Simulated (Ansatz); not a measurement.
Cost and result for the atomization energy of C2H5FOSi, SMILES `FC1OC[SiH2]1` (10 atoms, 10 bonds).

Z-matrix (Å, degrees):
```
C
O 1 1.399
F 1 1.388 2 110.4
Si 1 1.912 2 89.8 3 -114.3
H 1 1.091 2 110.1 3 117.3
C 2 1.452 1 104.4 3 96.6
H 4 1.486 1 114.5 2 -95.4
H 4 1.485 1 119.7 2 130.2
H 6 1.091 2 109.7 1 138.6
H 6 1.093 2 110.9 1 -100.5
```

The species carries charge 0 and has multiplicity 1. The geometry is a stationary point of PBE0-D4/def2-TZVP. Program: Ansatz. All runs use 4 threads of an AMD EPYC 7R43 on a shared host. Times are those of one run each, without the atoms' runs, and a repeat can differ threefold. Electronic energies, without spin–orbit coupling; frozen cores. CCSD(T)/CBS adds CCSD(T) − MP2 in def2-TZVPP to the MP2 limit, and its time is that of the two runs behind it. T1 = 0.013. B3LYP takes the VWN-RPA correlation (the form of Gaussian; ORCA's B3LYP/G).

CCSD(T)/CBS is a level of theory with its own doubt, some kJ/mol a heavy atom from the limit and from the frozen cores, so smaller differences don't rank the functionals.

```json
{"level": "PBE-D4/def2-TZVPP (with forces)", "functions": "236", "wall time": "1.8 s"}
{"level": "PBE0-D4/def2-TZVPP", "functions": "236", "wall time": "2 s"}
{"level": "r2SCAN-D4/def2-TZVPP (with forces)", "functions": "236", "wall time": "3.2 s"}
{"level": "B3LYP-D4/def2-TZVPP (with forces)", "functions": "236", "wall time": "3.5 s"}
{"level": "B2PLYP/def2-TZVPP", "functions": "236", "wall time": "3.9 s"}
{"level": "ωB97X-V/def2-TZVPP", "functions": "236", "wall time": "4.7 s"}
{"level": "ωB97M-V/def2-TZVPP (with forces)", "functions": "236", "wall time": "7.5 s"}
{"level": "MP2/def2-QZVPP", "functions": "448", "wall time": "27 s"}
{"level": "CCSD(T)/def2-TZVPP", "functions": "236", "wall time": "95 s"}
{"level": "CCSD(T)/CBS(def2)", "functions": "–", "wall time": "2 min"}
```

Question: What atomization energy does each give, and how far from CCSD(T)/CBS? (An estimate is asked.)

Answer: Ansatz gave: 
```tsv
level	atomization (kJ/mol)	difference from CCSD(T)/CBS	per bond
PBE-D4/def2-TZVPP (with forces)	3768.2	99.7	10.0
PBE0-D4/def2-TZVPP	3676.1	7.6	0.8
r2SCAN-D4/def2-TZVPP (with forces)	3682.2	13.7	1.4
B3LYP-D4/def2-TZVPP (with forces)	3657.7	-10.8	-1.1
B2PLYP/def2-TZVPP	3621.7	-46.8	-4.7
ωB97X-V/def2-TZVPP	3692.4	23.9	2.4
ωB97M-V/def2-TZVPP (with forces)	3684.2	15.7	1.6
MP2/def2-QZVPP	3704.6	36.1	3.6
CCSD(T)/def2-TZVPP	3564.6	-103.9	-10.4
CCSD(T)/CBS(def2)	3668.5	0.0	0.0
```

In def2-TZVPP, CCSD(T) changes the Hartree–Fock value by +990.6 kJ/mol (the triples alone add +64.0 kJ/mol) and MP2 by +1068.9 kJ/mol; breaking electron pairs costs correlation energy, which Hartree–Fock lacks. From PBE to PBE0 (25 % exact exchange), in def2-TZVPP and without D4, the atomization energy moves by −88.9 kJ/mol: exact exchange takes away binding that semilocal exchange gives to molecules. The D4 term adds +30.5 kJ/mol with B3LYP and +15.7 kJ/mol with PBE0; it sums over pairs of atoms, weighted by their polarisabilities, and B3LYP, whose exchange is more repulsive, gets the larger term.
